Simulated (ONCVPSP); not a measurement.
# aluminium (Al): one change to an ONCV potential, before and after

| Quantity | Value |
| --- | --- |
| Element | aluminium (Al) |
| Generator | ONCVPSP 4.0.1 |
| Type | optimised norm-conserving Vanderbilt (ONCV) |
| Functional | LDA (Perdew-Wang 92) |
| Relativity | scalar-relativistic |
| Frozen core | [Ne] |
| Valence charge | 3 |
| Reference configuration | 3s1.5 3p1.5 |
| Partial waves | 3s: rc 1.75 bohr, ncon 3, nbas 7, qcut 4.3 1/bohr, 2 projectors, debl 3.2 Ha; 3p: rc 1.80 bohr, ncon 4, nbas 9, qcut 3.7 1/bohr, 2 projectors, debl 1.8 Ha; d scattering state at 0.21 Ha: rc 1.95 bohr, ncon 4, nbas 7, qcut 4.2 1/bohr, 1 projector |
| Local potential | polynomial inside 1.25 bohr (lpopt 5, dvloc0 3 Ha) |
| Core correction | none |

All-electron outer shells of the reference configuration (LDA (PZ), scalar-relativistic, ld1.x):

```json
{"shell": "2s", "level (eV)": "-108.41", "outermost node (bohr)": "0.17", "outermost maximum (bohr)": "0.50"}
{"shell": "2p", "level (eV)": "-70.62", "outermost node (bohr)": "–", "outermost maximum (bohr)": "0.43"}
{"shell": "3s", "level (eV)": "-8.27", "outermost node (bohr)": "0.80", "outermost maximum (bohr)": "2.06"}
{"shell": "3p", "level (eV)": "-3.11", "outermost node (bohr)": "0.82", "outermost maximum (bohr)": "2.58"}
```

Change: p: qcut 5.6.

Cutoffs: the cutoffs (Ha) at which the residual kinetic energy of the hardest occupied pseudo-wave falls to 1 and 0.1 mHa per electron; they do not see the model core or the augmentation charge, which bear on the density cutoff. Errors are all-electron minus pseudo energies relative to the spin-unpolarised reference configuration.

**Question.** What does the change do?

**Answer.** The potential gets harder (6.2 Ha and 8.0 Ha → 6.2 Ha and 12 Ha); the errors of the 4 common tests hardly move; neither file shows a bound ghost. The waves are optimised to have the least kinetic energy above qcut, so the cutoff follows it (qcut²/2 in Ha).

```tsv
quantity	base	changed
cutoff, loose	6.2 Ha	6.2 Ha
cutoff, tight	8.0 Ha	12 Ha
loose cutoff by channel	s 6.2 Ha, p 2.2 Ha	s 6.2 Ha, p 2.4 Ha
bound ghosts	none	none
GHOST(+) flags under 300 eV	s at 162.5 eV	s at 162.5 eV
error for 3s2 3p1, meV [ΔE -2.55 eV]	+2.1	+2.2
error for 3s2 3p0, meV [ΔE 3.29 eV]	+1.1	+1.3
error for 3s1 3p0, meV [ΔE 22.66 eV]	+63	+63
error for 3s0 3p3, meV [ΔE 7.95 eV]	+22	+23
s: phases at 1.77 bohr within 0.05 rad from the reference energy up to (Ha; the scan ends near 5)	4.4	4.4
p: phases at 1.83 bohr within 0.05 rad from the reference energy up to (Ha; the scan ends near 5)	3.5	3.5
d: phases at 1.99 bohr within 0.05 rad from the reference energy up to (Ha; the scan ends near 5)	2.7	2.7
```

Base: The cutoffs count occupied waves only; projector 2 of the p channel, the hardest unoccupied one, needs 89 Ha at the loose tolerance. Changed file: The cutoffs count occupied waves only; projector 2 of the p channel, the hardest unoccupied one, needs 65 Ha at the loose tolerance.
